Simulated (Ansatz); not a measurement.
System: CCl₂ (charge -1, doublet). 
Geometry from a B3LYP-D3(BJ)/def2-TZVP (Ansatz, an electronic-structure program) optimisation:
```
C
Cl 1 1.9054
Cl 1 1.9054 2 104.49
```
Charge -1, spin multiplicity 2.

Basis-set convergence of Hartree-Fock and CCSD correlation energies (hartree) with Ansatz. Correlated levels leave the core frozen unless marked. Open shells are spin-unrestricted. Spin-orbit coupling is left out. No relativistic terms. This anion needs diffuse functions, which these sets lack.

| basis | functions | E(HF) | E(corr, CCSD) |
|---|---|---|---|
| cc-pV(D+d)Z | 60 | -956.81454 | -0.41905 |
| cc-pV(T+d)Z | 108 | -956.85502 | -0.55613 |
| cc-pV(Q+d)Z | 183 | ___ | ___ |

Complete the blanks.


- cc-pV(Q+d)Z, E(HF): -956.86667
- cc-pV(Q+d)Z, E(corr, CCSD): -0.60275
